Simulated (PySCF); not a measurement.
Electronic absorption of C7H11OP

Compound: C7H11OP.
Geometry (PBE0-D3(BJ)/def2-SVP, Å), atoms numbered from 1 in this order:
```
atom  x, y, z in Å
C1     2.6103   -1.5940   -0.1656
C2     2.0835   -0.2281    0.1563
P3     3.0867    1.2511    0.2732
C4     1.6579    2.1107    0.6322
O5     0.5398    1.3734    0.6671
C6     0.7731    0.0686    0.4007
C7    -0.4406   -0.8067    0.4195
C8    -1.4372   -0.3891   -0.6629
C9    -1.0876   -0.8246    1.8052
H10    3.7031   -1.5796   -0.2813
H11    2.1878   -1.9829   -1.1061
H12    2.3756   -2.3200    0.6292
H13    1.4965    3.1682    0.8433
H14   -0.0858   -1.8242    0.1897
H15   -2.3086   -1.0617   -0.6706
H16   -1.7980    0.6349   -0.4811
H17   -0.9756   -0.4116   -1.6613
H18   -1.9591   -1.4969    1.8193
H19   -0.3777   -1.1649    2.5736
H20   -1.4302    0.1836    2.0846
```

The calculation used PySCF 2.14.0, density-fitted response routines, TDDFT wB97X-D/def2-SVPD, vertical, gas phase, core orbitals frozen in the response.

```tsv
state	E (eV)	λ (nm)	ν̃ (cm⁻¹)	f	main configurations (H = HOMO, L = LUMO)
S1	5.24	236.6	42260	0.070	H→L (92%)
S2	5.84	212.4	47070	0.017	H-1→L (72%), H→L+2 (21%)
S3	5.94	208.7	47930	0.014	H-2→L (96%)
S4	6.20	200.1	49970	0.0006	H→L+3 (46%), H→L+4 (23%), H→L+1 (15%)
S5	6.61	187.7	53290	0.016	H→L+1 (53%), H→L+3 (16%), H→L+5 (15%)
S6	6.65	186.4	53640	0.387	H→L+2 (66%), H-1→L (18%)
S7	7.08	175.2	57090	0.014	H-1→L+1 (26%), H-1→L+3 (18%), H-3→L (16%)
S8	7.15	173.5	57630	0.122	H-1→L+2 (68%)
S9	7.17	172.9	57820	0.0004	H-3→L (71%)
S10	7.35	168.8	59240	0.0007	H→L+4 (24%), H-1→L+3 (18%), H→L+5 (16%)
```

Triplets (Tamm–Dancoff): T1 3.26 eV, H→L (90%); T2 4.62 eV, H-1→L (43%), H→L+2 (38%), H-1→L+2 (10%); T3 5.11 eV, H-2→L (76%); T4 5.11 eV, H-1→L (42%), H→L+2 (25%), H-2→L (13%).

The lowest singlet lies at 5.24 eV (237 nm, ultraviolet) and is of moderate strength; its leading configuration is HOMO→LUMO (92%). The most intense listed level is S6 at 6.65 eV (186 nm, f = 0.387), 1.41 eV above S1. Löwdin shares by element: HOMO carbon 60% or more, phosphorus 19% (atoms not listed hold the other 20%); LUMO carbon 37% or more, phosphorus 36%, oxygen 15%. The listed states span 2.11 eV, and the widest gap between neighbours is 0.60 eV (S1 to S2). The oscillator strengths of these states sum to 0.643; summed over the whole spectrum of an exact calculation they would give the number of electrons, 76 (Thomas–Reiche–Kuhn). Weighted by f, the mean energy of these states is 6.56 eV. All these states lie below the vertical ionisation energy of 8.31 eV (ΔSCF). The window holds the lowest 10 singlets.

Time: 5.0 min (with the writing of density and orbital grids); peak memory 1.3 GiB. Hardware: one thread of an Arm Neoverse V1, shared host with 32 logical CPUs at a one-minute load of 30.

One conformer stands for the species.
